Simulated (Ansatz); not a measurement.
Molecule: GeO, net charge -1, doublet state. SMILES of the parent species: [O]=[Ge]
Geometry from a B3LYP-D3(BJ)/def2-TZVP (Ansatz, a program for electronic structure) optimisation:
```xyz
2

Ge     0.0000     0.0000    -0.3409
O      0.0000     0.0000     1.3634
```
Charge -1, spin multiplicity 2.

Parts of the frozen-core correlation energy in def2-TZVPPD (Ansatz, hartree). Frozen orbitals: 15; correlated occupied orbitals by spin: 6 and 5; virtual: 73 and 74. Open shells are spin-unrestricted. No spin-orbit coupling. No relativistic terms.

```json
[
 {"term": "reference (HF)", "value": "-2150.24499"},
 {"term": "MP2 opposite-spin", "value": "-0.25849"},
 {"term": "MP2 same-spin", "value": "-0.09150"},
 {"term": "CCSD correlation", "value": "-0.34772"},
 {"term": "(T)", "value": "-0.01988"},
 {"term": "T1 diagnostic", "value": "0.031"},
 {"term": "largest doubles amplitude", "value": "0.052"},
 {"term": "<S^2> of the reference", "value": "0.772"}
]
```
